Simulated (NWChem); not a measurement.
Everything below was run with NWChem. System: AlBrF2, charge 0, spin multiplicity 1, at a geometry optimised with PBE/def2-SVP. The structure started from a generated list of species. Level: CCSD(T)/STO-3G, 16 core orbitals frozen.

Input file:

```
start mol
memory heap 100 mb stack 700 mb global 1900 mb
geometry units angstroms nocenter noautoz
  Al     0.000000     0.000000     0.952465
  F     -1.429467     0.000000     1.801789
  F      1.429467     0.000000     1.801789
  Br     0.000000     0.000000    -1.280407
  symmetry group C2v
end
basis spherical
  * library sto-3g
end
scf
  rhf
  nopen 0
  maxiter 100
  thresh 1e-7
  semidirect memsize 60000000 filesize 0
end
tce
  freeze core 16
  ccsd(t)
  2eorb
  2emet 13
  thresh 1e-6
  maxiter 100
  tilesize 24
end
task tce energy
```

Output (cleaned and shortened):

```
             Northwest Computational Chemistry Package (NWChem) 7.3.0
             --------------------------------------------------------

                                NWChem Input Module
                                -------------------

 Scaling coordinates for geometry "geometry" by  1.889725989
 (inverse scale =  0.529177249)

 Turning off AUTOSYM since
 SYMMETRY directive was detected!

                             Geometry "geometry" -> ""
                             -------------------------

 Output coordinates in angstroms (scale by  1.889725989 to convert to a.u.)

  No.       Tag          Charge          X              Y              Z
 ---- ---------------- ---------- -------------- -------------- --------------
    1 Al                  13.0000     0.00000000     0.00000000     0.95246500
    2 F                    9.0000    -1.42946700     0.00000000     1.80178900
    3 F                    9.0000     1.42946700     0.00000000     1.80178900
    4 Br                  35.0000     0.00000000     0.00000000    -1.28040700

 Effective nuclear repulsion energy (a.u.)     295.4209759598

            Nuclear Dipole moment (a.u.)
            ----------------------------
        X                 Y               Z
 ---------------- ---------------- ----------------
     0.0000000000     0.0000000000     0.0000037795

      Symmetry information
      --------------------

 Group name             C2v
 Group number             16
 Group order               4
 No. of unique centers     3

      Symmetry unique atoms

     1    2    4


 Summary of "ao basis" -> "" (spherical)
 ------------------------------------------------------------------------------
       Tag                 Description            Shells   Functions and Types
 ---------------- ------------------------------  ------  ---------------------
 *                           sto-3g                   on all atoms

 Summary of "ao basis" -> "ao basis" (spherical)
 ------------------------------------------------------------------------------
       Tag                 Description            Shells   Functions and Types
[...]
            Alpha orbitals :    37
             Beta orbitals :    37
        Alpha frozen cores :    16
         Beta frozen cores :    16
     Alpha frozen virtuals :     0
      Beta frozen virtuals :     0
         Spin multiplicity : singlet
    Number of AO functions :    37
       Number of AO shells :    19
        Use of symmetry is : on
      Symmetry adaption is : on
         Schwarz screening : 0.10D-09

          Correlation Information
          -----------------------
          Calculation type : Coupled-cluster singles & doubles w/ perturbation
   Perturbative correction : (T)
            Max iterations :      100
        Residual threshold : 0.10D-05
     T(0) DIIS level shift : 0.00D+00
     L(0) DIIS level shift : 0.00D+00
     T(1) DIIS level shift : 0.00D+00
     L(1) DIIS level shift : 0.00D+00
     T(R) DIIS level shift : 0.00D+00
     T(I) DIIS level shift : 0.00D+00
   CC-T/L Amplitude update :  5-th order DIIS
                I/O scheme : Global Array Library
        L-threshold :  0.10D-05
        EOM-threshold :  0.10D-05
 no EOMCCSD initial starts read in
 TCE RESTART OPTIONS
 SLICE:      F
 D4D5:       F
 quantumc:   F
 qrotation:  F
 pwtce:      F
 qducc:      F
 nacto:                         0
 nrotv:                         0
 nrot:                          0

            Memory Information
            ------------------
          Available GA space size is     249035431 doubles
          Available MA space size is     104855732 doubles

 Maximum block size supplied by input
 Maximum block size        24 doubles

 tile_dim =      7

 -------------------------------------------------

 Global array virtual files algorithm will be used

 Parallel file system coherency ......... OK

 4-electron integrals stored in orbital form

 v2    file size   =            13516
 4-index algorithm nr.  13 is used
 imaxsize =       30
 imaxsize ichop =        0


CCSD iterations
 ---------------------------------------------------------
 Iter          Residuum       Correlation     Cpu    Wall
 ---------------------------------------------------------
    1   0.0694168208300  -0.0612582901462     0.1     0.1
    2   0.0206098001895  -0.0697016193222     0.1     0.1
    3   0.0076027678923  -0.0720451800071     0.1     0.1
    4   0.0032996371580  -0.0727388251496     0.1     0.1
    5   0.0013480967735  -0.0731003137530     0.1     0.1
    6   0.0003834081198  -0.0732896641633     0.1     0.1
    7   0.0001531702371  -0.0732858267545     0.1     0.1
    8   0.0000694698432  -0.0732884997499     0.1     0.1
    9   0.0000377903702  -0.0732872397130     0.1     0.1
   10   0.0000184794419  -0.0732884688426     0.1     0.1
   11   0.0000046764506  -0.0732885713009     0.1     0.1
   12   0.0000018156224  -0.0732889018517     0.1     0.1
   13   0.0000008467899  -0.0732890198206     0.1     0.1
 -----------------------------------------------------------------
 Iterations converged
 CCSD correlation energy / hartree =        -0.073289019820591
 CCSD total energy / hartree       =     -2979.989630368374037

 Singles contributions

 Doubles contributions
 CCSD(T)
 Using plain CCSD(T) code
             total no. of tasks          230
 total no. of tasks / no. procs          230
                         wl_min           12           1.5
                         wl_max         2744           3.7
        thresh for no. of tasks          230

 CCSD[T]  correction energy / hartree =        -0.007566169080102
 CCSD[T] correlation energy / hartree =        -0.080855188900694
 CCSD[T] total energy / hartree       =     -2979.997196537454329
 CCSD(T)  correction energy / hartree =        -0.006252279270589
 CCSD(T) correlation energy / hartree =        -0.079541299091180
 CCSD(T) total energy / hartree       =     -2979.995882647644521

 Task  times  cpu:        1.3s     wall:        1.3s

 Total times  cpu:        1.3s     wall:        1.3s
```
